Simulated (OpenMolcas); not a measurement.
O I: from CASSCF to CASPT2

```json
{
 "Program": "OpenMolcas 26.06",
 "Basis": "ANO-RCC-VTZP [4s3p2d1f]",
 "Scalar Hamiltonian": "DKH2, point nucleus",
 "Active space": "6 electrons in 4 orbitals (2s 2p)",
 "State averaging": "2S+1 = 3 even, 3 roots; 2S+1 = 1 even, 6 roots",
 "Spin-orbit coupling": "state interaction with AMFI integrals over the reference wave functions, term energies averaged over their components"
}
```

Methods on the same reference wave functions:
A. CASSCF
B. SS-CASPT2, IPEA 0.25 Eh, imaginary shift 0.1 Eh (closed shells correlated: 1s)
C. XMS-CASPT2, IPEA 0.25 Eh, imaginary shift 0.1 Eh (closed shells correlated: 1s)

Energies in cm⁻¹ above 2s² 2p⁴ ³P₂, the measured ground level; measured values from NIST Handbook of Basic Atomic Spectroscopic Data.

| Level | A | B | C | Measured |
| --- | --- | --- | --- | --- |
| 2s² 2p⁴ ³P₂ | 0.0 | 0.0 | 0.0 | 0.0 |
| 2s² 2p⁴ ³P₁ | 149 | 149 | 149 | 158 |
| 2s² 2p⁴ ³P₀ | 222 | 222 | 222 | 227 |
| 2s² 2p⁴ ¹D₂ | 17699 | 15860 | 16080 | 15868 |
| 2s² 2p⁴ ¹S₀ | 31988 | 33320 | 34400 | 33793 |

Deviations, from unrounded energies. A percentage is the sum of absolute deviations over the sum of measured energies, with the sign that they share, or ± where signs differ.

| Against measurement | Levels | A | B | C |
| --- | --- | --- | --- | --- |
| mean absolute deviation (cm-1) | 4 | 910 | 120 | 210 |
| fine structure of the ground term (%) | 2 | -3.6 | -3.5 | -3.5 |
| other terms of the ground configuration (%) | 2 | ±7.3 | -1.0 | +1.6 |

B lies closest to measurement on these levels and A furthest from it. The largest miss of B in the table is 2s² 2p⁴ ¹S₀, by -470 cm-1. The ranking rests on the paired levels alone, and a cruder setting can come out closer through cancelling errors.

Between B and C the level of the table that moves most is 2s² 2p⁴ ¹S₀, by 1100 cm-1 (lowest in B, highest in C). Moves below CASPT2's spread within the term are not significant.

The mean deviations of B to C differ by less than CASPT2's widest spread within a term (540 cm-1), so their order carries little weight.

From A to B the spin-free energies of the other terms of 2s² 2p⁴ shown, above ³P, scale by factors of 0.90 to 1.04.

The lowest spin-free term lies below A's lowest term by 0.159 hartree in B, 0.164 hartree in C.

Term energies are means over components that CASPT2 splits; among the terms shown or strongly mixed into the levels shown the widest spread is 540 cm-1 (2s² 2p⁴ ¹D, C). Without dynamic correlation excited terms often stand tens of per cent too high (terms of higher spin than the ground term too low), and those without a measured partner can miss by more than the paired ones (holds for A). Computed and measured levels are paired by configuration, term and J; levels that our copy of the source lacks, or whose pairing is in doubt (as where it misses far off the trend of its configuration), stay unpaired and out of the deviations. Levels of configurations outside the active space are missing.
